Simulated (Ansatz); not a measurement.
`N=C(O)[SiH3]` → `N=C[SiH2]O`  (isomerisation)

Program: Ansatz. Geometries: PBE0-D4/def2-TZVP. ΔE: electronic, gas phase. CBS: MP2 limit from def2 TZ/QZ plus the TZ coupled-cluster correction, frozen cores. Functionals use def2-TZVPP. Each species was taken in one conformer, which may not be the lowest.

```
    level  ΔE (kJ/mol)
revPBE-D4        -78.5
r2SCAN-D4        -87.7
```

Task: What does CCSD(T)/CBS give? (Estimate.)

Result: Ansatz gave: -103.2 kJ/mol. The listed levels differ from it by 24.7, 15.5 kJ/mol.

Largest T1 diagnostic among the species: 0.014.

At CCSD(T), def2-SVP lies +26.1 kJ/mol from the extrapolated value and def2-TZVPP +3.1 kJ/mol. Leaving LDA and LC-ωPBE aside and taking each functional with its dispersion term where it has one, the values, not all of them listed here, spread over 22.6 kJ/mol, from BHLYP-D4 to PBE-D4. LDA lies +5.1 kJ/mol from PBE without D4. From PBE to PBE0 (25 % exact exchange), in def2-TZVPP and without D4, ΔE moves by −7.9 kJ/mol.
